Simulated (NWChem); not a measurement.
Species: MgH₂; SMILES [MgH2]

```xyz
3

Mg     0.0000     0.0000     0.0000
H      0.0000     0.0000    -1.7053
H      0.0000     0.0000     1.7053
```
Atoms are numbered in this order, from 1.

All runs: NWChem. Coordinates come from a PBE0/def2-SVP optimisation. B3LYP is NWChem's, with the RPA form of VWN correlation. Ions are spin-unrestricted doublets at the neutral geometry; other ion states weren't tried.

Problem. Predict the results for B3LYP/def2-SVP. Quantities: vertical ionisation energy, ΔSCF (eV); −ε(HOMO) (eV).

Solution. 
| Property | Value |
|---|---|
| vertical ionisation energy, ΔSCF (eV) | 9.66 |
| −ε(HOMO) (eV) | 7.05 |
